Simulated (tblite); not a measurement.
Compound: C5H7F4P.
Structure used (GFN2-xTB), in Å, numbered top down from 1:
```
atom  x, y, z in Å
C1    -1.7220    1.1925    0.0791
C2    -1.0481   -0.1222    0.4961
C3    -1.5617   -1.2920   -0.3315
C4     0.4310    0.0266    0.3590
F5     0.9661    0.8864    1.2401
P6     1.3730   -0.7579   -0.7992
C7     3.0504    0.0084   -0.3079
F8     3.4230   -0.2894    0.9423
F9     3.0853    1.3401   -0.4342
F10    4.0007   -0.4815   -1.1211
H11   -2.7926    1.1302    0.2542
H12   -1.5490    1.3806   -0.9782
H13   -1.3246    2.0269    0.6517
H14   -1.2647   -0.2928    1.5581
H15   -1.3623   -1.1220   -1.3885
H16   -2.6347   -1.4029   -0.1976
H17   -1.0767   -2.2190   -0.0324
```

Computed values, GFN2-xTB/tblite, gas phase, harmonic and unscaled. The method is semi-empirical: single wavenumbers can be off by several per cent or more. One conformer, not necessarily the lowest.

Harmonic wavenumbers (cm⁻¹): 37.9, 61.9, 68.8, 101.7, 173.2, 203.4, 216.3, 243.3, 243.5, 272.6, 338.3, 372.7, 435.6, 464.7, 468.9, 490.6, 549.3, 665.1, 705.3, 927.3, 948.6, 981.3, 1035.7, 1050.9, 1056.0, 1063.2, 1132.4, 1136.0, 1182.1, 1268.5, 1291.1, 1315.7, 1401.7, 1416.2, 1478.0, 1482.7, 1492.3, 1494.2, 2915.4, 3019.8, 3030.2, 3039.0, 3045.1, 3048.7, 3050.2.

A = 2241, B = 675.3, C = 604.9 MHz; mass 174.022 u (most abundant isotopes); point group C1, symmetry number 1.

Zero-point energy?

½Σν̃ = 25208 cm⁻¹ = 301.55 kJ/mol.

What is S at 500 K and 1 bar for an ideal gas of classical rigid rotors and harmonic oscillators?

Translation 183.95, rotation 132.98, vibration 242.96: S = 559.9 J/(mol K).

And Cp and H(500 K) − H(0)?

Cp = 241.45 J/(mol K), of which vibrations give 208.19 (their classical limit is 45 R = 374.2); H(500 K) − H(0) = 75.78 kJ/mol without the zero-point energy, 59.15 from vibrations.

What must be added to the electronic energy to get the Gibbs energy at 500 K and 1 bar?

ZPE + [H(500 K) − H(0)] − T·S = 301.55 + 75.78 − 279.94 = 97.39 kJ/mol.

Blend soft modes into free rotors: weight 1/[1 + (100 cm⁻¹/ν̃)⁴] for the oscillator and the rest for a rotor with moment μB/(μ + B), μ = h/(8π²ν), B = 10⁻⁴⁴ kg m². What vibrational entropy results?

221.11 J/(mol K) in place of 242.96, which changes −T·S at 500 K by +10.92 kJ/mol.

Which modes carry the vibrational entropy at 500 K?

37.9 cm⁻¹: 26.74; 61.9 cm⁻¹: 22.67; 68.8 cm⁻¹: 21.79; 101.7 cm⁻¹: 18.56; 173.2 cm⁻¹: 14.19; 203.4 cm⁻¹: 12.89 J/(mol K); the other 39 give 126.12 together.

How do the functions run with temperature in this model?

```json
{"T (K)": "150", "S (J/(mol K))": "353.1", "Cp (J/(mol K))": "116.9", "H − H(0) (kJ/mol)": "11.32", "G − H(0) (kJ/mol)": "-41.65", "ln q(vib)": "4.09"}
{"T (K)": "250", "S (J/(mol K))": "422.8", "Cp (J/(mol K))": "158.4", "H − H(0) (kJ/mol)": "25.14", "G − H(0) (kJ/mol)": "-80.57", "ln q(vib)": "7.42"}
{"T (K)": "298.15", "S (J/(mol K))": "452.3", "Cp (J/(mol K))": "176.6", "H − H(0) (kJ/mol)": "33.21", "G − H(0) (kJ/mol)": "-101.64", "ln q(vib)": "8.95"}
{"T (K)": "400", "S (J/(mol K))": "509.3", "Cp (J/(mol K))": "212.1", "H − H(0) (kJ/mol)": "53.05", "G − H(0) (kJ/mol)": "-150.67", "ln q(vib)": "12.08"}
{"T (K)": "600", "S (J/(mol K))": "606.1", "Cp (J/(mol K))": "265.2", "H − H(0) (kJ/mol)": "101.15", "G − H(0) (kJ/mol)": "-262.50", "ln q(vib)": "17.77"}
{"T (K)": "900", "S (J/(mol K))": "723.7", "Cp (J/(mol K))": "313.6", "H − H(0) (kJ/mol)": "188.66", "G − H(0) (kJ/mol)": "-462.66", "ln q(vib)": "25.36"}
```

q(vib) and H(0) count from the zero-point level.

Hindered rotation and anharmonicity are outside this model. Other conformers, if any are populated, would add a mixing term that is left out. The structure is chiral; the term R ln 2 for an equal mix with its mirror image is left out.
